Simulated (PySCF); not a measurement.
# Computed properties of CuH, SMILES [CuH]

CuH, SMILES [CuH] (connectivity only; charge and spin as stated), neutral, multiplicity 1. Geometry optimised at PBE0-D3(BJ)/def2-TZVPD. The spin state was assumed, not searched. One conformer was computed; it need not be the lowest. All values are computed for the isolated molecule unless a solvent is named; none is compared with measurement here.

**Structure.** The optimised structure has C∞v symmetry. All 1 harmonic modes at PBE0-D3(BJ)/def2-TZVPD (PySCF) are real, so it is a minimum.

**Vibrations.** The strongest infrared lines (harmonic, unscaled, degenerate partners summed) lie at 1865 cm⁻¹ (66 km/mol, H 98 %). The softest mode is at 1865 cm⁻¹ and the zero-point energy is 2.7 kcal/mol.

**Electronic structure.** HF/def2-TZVPD (PySCF) places the frontier levels at -9.12 and 0.31 eV, a gap of 9.43 eV, and gives a dipole moment of 4.17 D and a mean polarisability of 27.6 bohr³.

**Excitations.** TDA-B3LYP/def2-TZVPD (PySCF) has S1 at 3.17 eV (392 nm, f = 0.052, bright); the most intense of the 10 singlets computed lies at 5.41 eV (f = 0.32). Strengths of degenerate partners are summed. T1 (TDA) is at 2.24 eV, 0.93 eV under S1. No vertical singlet excitation falls in the visible range (under 3.1 eV).

**NMR.** GIAO shifts at HF/pcSseg-2 (PySCF) (non-relativistic, atoms alike by connectivity averaged): ¹H at 3.1 ppm against TMS.
